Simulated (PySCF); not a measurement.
C₂H₆FISi, SMILES C[Si](C)(F)I. Atoms are numbered in the order given.

```xyz
11

C      1.8589    -0.7344     1.5734
Si     1.2223     0.0470     0.0000
C      1.8589    -0.7344    -1.5734
F      1.6606     1.6313     0.0000
I     -1.2514    -0.0217     0.0000
H      1.4578    -0.2100     2.4627
H      1.5560    -1.7990     1.6301
H      2.9672    -0.6794     1.6006
H      1.4578    -0.2100    -2.4627
H      1.5560    -1.7990    -1.6301
H      2.9672    -0.6794    -1.6006
```

The structure is a stationary point at PBE-D3(BJ)/def2-SVP. The def2 effective core potentials stand for the cores of I; spin–orbit coupling is left out.

Level of theory: PBE-D3(BJ)/def2-SVP (PySCF 2.14.0).

Frequencies are harmonic and unscaled.

```tsv
mode	ν (cm⁻¹)	IR (km/mol)	moving atoms (share of kinetic energy)
1	146	0.1	C 47 %, H 31 %
2	148	0.0	H 96 %
3	149	0.4	H 53 %, C 22 %, F 17 %
4	165	0.3	H 68 %, C 18 %, F 12 %
5	194	1.1	F 43 %, I 27 %, C 18 %, H 12 %
6	208	0.5	H 32 %, C 31 %, Si 21 %, F 15 %
7	258	13.3	F 39 %, C 23 %, Si 20 %, H 18 %
8	353	62.5	Si 57 %, H 14 %, C 11 %, I 10 %
9	640	40.8	C 55 %, H 21 %, Si 17 %
10	674	0.2	H 66 %, C 29 %
11	722	0.5	H 78 %, C 21 %
12	769	16.4	H 56 %, F 21 %, C 19 %
13	787	99.7	Si 41 %, H 31 %, C 27 %
14	819	179.2	H 64 %, C 22 %, Si 11 %
15	895	132.2	Si 44 %, F 33 %, H 16 %
16	1216	39.2	H 76 %, C 23 %
17	1221	16.9	H 79 %, C 21 %
18	1367	2.2	H 96 %
19	1371	0.7	H 96 %
20	1376	6.1	H 96 %
21	1384	6.9	H 96 %
22	2978	0.0	H 97 %
23	2979	1.1	H 97 %
24	3079	0.1	H 91 %, C 9 %
25	3080	2.7	H 91 %, C 9 %
26	3094	0.0	H 91 %, C 9 %
27	3094	0.2	H 91 %, C 9 %
```
